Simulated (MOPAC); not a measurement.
MOPAC input (AM1):

```
AM1 FORCE THERMO(298,298) PRECISE LET UHF MS=0.5 GEO-OK AUX(PRECISION=9) THREADS=1
H2ClS2Si

S     1.72705752 1   -0.84813904 1    0.93235107 1
Si   -0.06931313 1    0.29925420 1    0.22621927 1
S    -1.86740068 1   -1.04522758 1    0.24867984 1
Cl    0.18405308 1    1.53685784 1   -1.33021736 1
H     2.62821084 1    0.07961923 1    0.63228008 1
H    -2.76228113 1   -0.08440316 1    0.04875579 1
```

Output:

```
 *******************************************************************************
 **                                                                           **
 **                              MOPAC v23.2.5                                **
 **                                                                           **
 *******************************************************************************
 ** MOPAC's Digital Object Identifier: https://doi.org/10.5281/zenodo.6511958 **
 **                                                                           **
 ** Please cite the open-source release paper for use of this MOPAC version:  **
 ** J. E. Moussa and J. J. P. Stewart (2026)                                  **
 ** MOPAC: An open-source semiempirical molecular orbital program             **
 ** J. Open Source Softw., 11(119), 8025, https://doi.org/10.21105/joss.08025 **
 *******************************************************************************

                              AM1 CALCULATION RESULTS

 *******************************************************************************
 *  AM1        - The AM1 Hamiltonian to be used
 *  GEO-OK     - OVERRIDE INTERATOMIC DISTANCE AND OTHER SAFETY CHECKS
 *  UHF        - UNRESTRICTED HARTREE-FOCK CALCULATION
 *  MS=        - IN MECI, MAGNETIC COMPONENT OF SPIN =  0.5
 *  LET        - OVERRIDE SOME SAFETY CHECKS
 *  PRECISE    - TIGHTER CRITERIA TO BE USED
 *  FORCE      - FORCE CALCULATION SPECIFIED
 *  AUX        - OUTPUT AUXILIARY INFORMATION
 *  THERMO     - THERMODYNAMIC QUANTITIES TO BE CALCULATED
 *******************************************************************************
AM1 FORCE THERMO(298,298) PRECISE LET UHF MS=0.5 GEO-OK AUX(PRECISION=9) THREADS=1
 H2ClS2Si

   ATOM   CHEMICAL          X               Y               Z
  NUMBER   SYMBOL      (ANGSTROMS)     (ANGSTROMS)     (ANGSTROMS)

     1       S          1.72705752  *  -0.84813904  *   0.93235107  *
     2      Si         -0.06931313  *   0.29925420  *   0.22621927  *
     3       S         -1.86740068  *  -1.04522758  *   0.24867984  *
     4      Cl          0.18405308  *   1.53685784  *  -1.33021736  *
     5       H          2.62821084  *   0.07961923  *   0.63228008  *
     6       H         -2.76228113  *  -0.08440316  *   0.04875579  *

          CARTESIAN COORDINATES

    NO.       ATOM           X           Y           Z

     1         S          1.7271     -0.8481      0.9324
     2        Si         -0.0693      0.2993      0.2262
     3         S         -1.8674     -1.0452      0.2487
     4        Cl          0.1841      1.5369     -1.3302
     5         H          2.6282      0.0796      0.6323
     6         H         -2.7623     -0.0844      0.0488

  H: (AM1): M.J.S. DEWAR ET AL, J. AM. CHEM. SOC. 107 3902-3909 (1985)
 Si: (AM1): M.J.S.DEWAR, C. JIE, ORGANOMETALLICS, 6, 1486-1490 (1987).
  S: (AM1): M.J.S. DEWAR, Y-C YUAN, INORGANIC CHEMISTRY, 29, 3881:3890,  (1990)
 Cl: (AM1): M.J.S. DEWAR AND E. G. ZOEBISCH, THEOCHEM, 180, 1 (1988).

           Empirical Formula: H2 S2 Si Cl  =     6 atoms

      MOLECULAR POINT GROUP   :   C1

          UHF CALCULATION, NO. OF ALPHA ELECTRONS =   13
[...]
 TRAVEL (Ang.)       0.1068         Si2 -- Cl4         +19.6% ( 62.3%)      0.7%
 REDUCED MASS       12.5538         S 1 -- H 5          +5.4% ( 32.7%)      1.0%
 EFFECTIVE MASS     29.6394
 FORCE CONSTANT      1.6412

 VIBRATION          8    8A          ATOM PAIR     ENERGY CONTRIBUTION    RADIAL
 FREQUENCY           499.48         Si2 -- Cl4         +44.3% ( 92.7%)     98.9%
 TRANSITION DIPOLE   2.8184         Si2 -- S 3         +26.6% ( 71.7%)     52.1%
 TRAVEL (Ang.)       0.1010         S 1 -- Si2         +24.7% ( 69.2%)     38.9%
 REDUCED MASS       13.2248         S 1 -- H 5          +2.4% ( 21.7%)     91.5%
 EFFECTIVE MASS     29.9766
 FORCE CONSTANT      1.9439

 VIBRATION          9    9A          ATOM PAIR     ENERGY CONTRIBUTION    RADIAL
 FREQUENCY           681.20         S 3 -- H 6         +52.9% ( 74.7%)      0.9%
 TRANSITION DIPOLE   0.4861         S 1 -- H 5         +45.0% ( 68.9%)      0.8%
 TRAVEL (Ang.)       0.4517         Si2 -- S 3          +0.7% (  8.8%)      1.9%
 REDUCED MASS        0.4852         S 1 -- Si2          +0.7% (  8.6%)      4.2%
 EFFECTIVE MASS      1.6785
 FORCE CONSTANT      0.1327

 VIBRATION         10   10A          ATOM PAIR     ENERGY CONTRIBUTION    RADIAL
 FREQUENCY           735.35         S 1 -- H 5         +51.1% ( 69.0%)      1.0%
 TRANSITION DIPOLE   0.1116         S 3 -- H 6         +42.7% ( 63.1%)      1.0%
 TRAVEL (Ang.)       0.4259         S 1 -- Si2          +2.5% ( 15.2%)     41.7%
 REDUCED MASS        0.5055         Si2 -- S 3          +2.4% ( 15.0%)     47.5%
 EFFECTIVE MASS      2.5755
 FORCE CONSTANT      0.1610

 VIBRATION         11   11A          ATOM PAIR     ENERGY CONTRIBUTION    RADIAL
 FREQUENCY          2022.45         S 1 -- H 5         +68.7% ( 82.9%)    100.0%
 TRANSITION DIPOLE   0.8680         S 3 -- H 6         +31.2% ( 55.9%)    100.0%
 TRAVEL (Ang.)       0.2446
 REDUCED MASS        0.5571
 EFFECTIVE MASS      1.3096
 FORCE CONSTANT      1.3427

 VIBRATION         12   12A          ATOM PAIR     ENERGY CONTRIBUTION    RADIAL
 FREQUENCY          2024.12         S 3 -- H 6         +68.7% ( 82.9%)    100.0%
 TRANSITION DIPOLE   0.8874         S 1 -- H 5         +31.2% ( 55.9%)    100.0%
 TRAVEL (Ang.)       0.2445
 REDUCED MASS        0.5572
 EFFECTIVE MASS      1.3152
 FORCE CONSTANT      1.3449

      SYMMETRY NUMBER FOR POINT-GROUP C1  =  1

          SYSTEM IS A GROUND STATE

 H2ClS2Si

          MOLECULE IS NOT LINEAR

          THERE ARE 12 GENUINE VIBRATIONS IN THIS SYSTEM
          THIS THERMODYNAMICS CALCULATION IS LIMITED TO
          MOLECULES WHICH HAVE NO INTERNAL ROTATIONS

                    CALCULATED THERMODYNAMIC PROPERTIES
                                          *
   TEMP. (K)   PARTITION FUNCTION   H.O.F.    ENTHALPY  HEAT CAPACITY ENTROPY
                                   KCAL/MOL   CAL/MOLE    CAL/K/MOL  CAL/K/MOL

 298.00  VIB.     0.2388D+03                  2935.7636    15.4931    20.7328
         ROT.     0.3813D+06                   888.2803     2.9808    28.5190
         INT.     0.9106D+08                  3824.0439    18.4739    49.2518
         TRA.     0.1428D+28                  1480.4672     4.9680    40.4904
         TOT.                      -36.122    5304.5111    23.4419    89.7422

   *: NOTE: HEATS OF FORMATION ARE RELATIVE TO THE
            ELEMENTS IN THEIR STANDARD STATE AT 298K
              (=  Standard Enthalpy of Formation).

            Hvib:  Zero-point energy is not included.
                   frequencies of less than zero cm-1 are not included.
            Hrot = (3/2)RT
            Htra = (3/2)RT + pV = (5/2)RT

            Heat capacity is Cp, not Cv

          For more information, see: HTTP://OpenMOPAC.net/Manual/thermochemistry.html

           FORCE CONSTANT IN CARTESIAN COORDINATES (Millidynes/A)

    ATOM   CHEMICAL       X               Y               Z
   NUMBER   SYMBOL  FORCE CONSTANT  FORCE CONSTANT  FORCE CONSTANT

      1       S        1.974095        2.517436        0.119018
      2      Si        2.409650        2.478915        0.870585
      3       S        2.431672        2.003202        0.140360
      4      Cl        0.559286        1.046549        0.720578
      5       H        0.314329        2.268172        0.060925
      6       H        2.184571        0.369889        0.087611

 **********************
 *                    *
 * JOB ENDED NORMALLY *
 *                    *
 **********************

 == MOPAC DONE ==
```
